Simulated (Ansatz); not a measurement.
The cluster Zn3S3⁻, relaxed as a doublet with UKS B3LYP-D4/def2-SVPD in Ansatz, starting from the GFN1-xTB geometry. Force threshold 0.02 eV/Å.

Another isomer (doublet) lies 2.30 eV lower at PBE0-D4/def2-TZVPD; other spin states weren't run for this one.

Start:

```xyz
6

Zn    0.372   -2.046    1.122
Zn    0.965    1.386   -1.648
Zn   -1.201    0.316   -0.641
S     1.585    0.594    1.187
S    -1.482   -1.693   -1.368
S    -0.240    1.443    1.348
```

| step | energy (eV) | largest force component (eV/Å) | SCF passes |
| --- | --- | --- | --- |
| 1 | -177745.1669 | 1.687 | 24 |
| 2 | -177745.5622 | 0.611 | 30 |
| 3 | -177745.8735 | 0.665 | 28 |
| 4 | -177745.9653 | 0.564 | 27 |
| 5 | -177746.0319 | 0.120 | 29 |
| 6 | -177746.0423 | 0.213 | 31 |
| 7 | -177746.0569 | 0.068 | 28 |
| 8 | -177746.0586 | 0.043 | 28 |
| 9 | -177746.0598 | 0.028 | 27 |
| 10 | -177746.0602 | 0.047 | 23 |
| 11 | -177746.0613 | 0.034 | 29 |
| 12 | -177746.1054 | 1.281 | 22 |
| 13 | -177746.1354 | 0.251 | 28 |
| 14 | -177746.1492 | 0.171 | 28 |
| 15 | -177746.1520 | 0.192 | 27 |
| 16 (rejected) | -177746.1175 | 0.453 | 28 |
| 17 | -177746.1641 | 0.049 | 27 |
| 18 | -177746.1647 | 0.036 | 28 |
| 19 (rejected) | -177746.1645 | 0.060 | 26 |
| 20 | -177746.1658 | 0.026 | 28 |
| 21 | -177746.1678 | 0.034 | 27 |
| 22 (rejected) | -177746.1516 | 0.827 | 26 |
| 23 | -177746.1683 | 0.049 | 28 |
| 24 | -177746.1689 | 0.031 | 27 |
| 25 | -177746.1697 | 0.030 | 27 |
| 26 | -177746.1702 | 0.022 | 27 |
| 27 | -177746.1703 | 0.010 | 17 |

Force components are those of the run's own axes.

End:

```xyz
6

Zn    0.566   -1.853    0.387
Zn    1.287    1.200   -1.582
Zn   -1.264    0.331   -0.326
S     1.231    0.331    1.261
S    -1.393   -1.768   -0.922
S    -0.426    1.760    1.182
```

Bonds formed: Zn1–S4, Zn1–S5 (atoms count from 1).

No frequencies were taken in this run, so the end may be a saddle point.

It took 4.1 min on 4 threads of Arm Neoverse V2 on a shared host, peak host memory 0.91 GiB.
